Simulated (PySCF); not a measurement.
**Polarisability and C₆ of W²⁺ (tungsten, charge +2)**

[Xe] 4f14 5d4, high-spin 5D determinant. Computed with PySCF 2.14 in def2-QZVPPD with the def2 core potential (60 electrons), with a scalar-relativistic core potential. Coupled (time-dependent) response in atomic units; α is the mean over directions.

```csv
method,mean α (bohr³),"α xx, yy, zz",C₆ (like pair),S(−4)
UHF,12.25,"11.34, 11.34, 14.06",72.62,60.11
PBE,13.76,"13.48, 13.48, 14.32",82.35,85.74
PBE0,13.10,"12.55, 12.55, 14.19",78.18,73.43
```

S(−4) is the Cauchy moment in α(ω) = α(0) + S(−4) ω² + …

Spin-orbit coupling is absent.

α(iu) at UHF:

```
u (hartree)  α(iu) (bohr³)
          0          12.25
     0.0500          12.10
      0.100          11.70
      0.200          10.46
      0.300          9.149
      0.500          7.057
      0.750          5.306
       1.00          4.132
       1.50          2.697
       2.00          1.882
       3.00          1.044
       5.00         0.4430
```

A single London oscillator, α(iu) = α/(1 + u²/ω²), gives C₆ = (3/4) ω α². Matching the computed C₆ needs ω = 4 × 72.62 / (3 × 12.25²) = 0.645 hartree.

For an ion, C₆ is the dispersion term alone; charge-induced terms of lower order in 1/R come first.

The components differ because the open shell of this determinant is not spherical; for a pure term their mean is the scalar polarisability.

Energies and moments cover only the electrons outside the core potential. Spin-orbit coupling, absent here, splits the open shell strongly.
